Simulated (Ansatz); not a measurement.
A structure relaxed at PBE0-D4/def2-TZVP, charge 0, multiplicity 1:

| atom | x (Å) | y (Å) | z (Å) |
| --- | --- | --- | --- |
| C1 | 0.5304 | 1.2217 | 1.7169 |
| O2 | 0.4829 | 0.9102 | 0.3426 |
| Si3 | 1.2692 | -0.3717 | -0.3167 |
| S4 | 0.4416 | -0.7464 | -2.2242 |
| Ge5 | -1.6890 | -0.8083 | -1.5611 |
| H6 | 1.4833 | 1.6914 | 1.9828 |
| H7 | 0.3941 | 0.3294 | 2.3391 |
| H8 | -0.2753 | 1.9242 | 1.9354 |
| H9 | 2.7162 | -0.1045 | -0.5224 |
| H10 | 1.1008 | -1.5320 | 0.6018 |
| H11 | -2.2705 | 0.6097 | -1.5279 |
| H12 | -1.7599 | -1.4549 | -0.1690 |
| H13 | -2.4240 | -1.6689 | -2.5975 |

Give its formula and SMILES.

CH8GeOSSi, `CO[SiH2][S][GeH3]`.

Point group (tolerance 0.08 Å, 0.16 Å for H)?

C1.

Summarise the bond lengths by kind.

1 × C–O 1.410 Å; 3 × C–H 1.091 to 1.096 Å; 1 × O–Si 1.642 Å; 1 × S–Si 2.113 Å; 2 × H–Si 1.486 to 1.489 Å; 1 × Ge–S 2.232 Å; 3 × Ge–H 1.533 to 1.537 Å.

Program: Ansatz 0.2.0.
